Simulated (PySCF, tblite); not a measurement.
Isomers of C3H9OSi (doublet state), one GFN2-xTB conformer each. Single-point energies are computed at B3LYP/pcH-1 (PySCF, gas phase, no added dispersion term), electronic only. GFN2-xTB treats the open shell by occupation alone, and not every SCF solution was tested for stability.

Task: Rank them by B3LYP/pcH-1 energy, lowest first (kcal/mol).
A. `[CH3:1][O:2][Si:3]([CH3:4])[CH3:5]` (doublet state) with C1–O2–Si3–C4 62°
B. `[CH2:1][CH2:2][SiH2:3][O:4][CH3:5]` (doublet state) with H–C1–C2–Si3 -85° and 83°, C1–C2–Si3–O4 62°, C2–Si3–O4–C5 -178°

Result: A (0.0), B (20.6).

GFN2-xTB itself gives, in the same order: 0.0, 5.1. Both levels put the same isomer lowest.

Task: What happens when harmonic zero-point energies from GFN2-xTB frequencies are added?

Result: 
```tsv
SMILES	ZPE (kcal/mol)	electronic (kcal/mol)	with ZPE (kcal/mol)
CO[Si](C)C	71.5	0.0	0.0
[CH2]C[SiH2]OC	67.5	20.6	16.6
```

The zero-point energies span 4.0 kcal/mol. The order is unchanged.
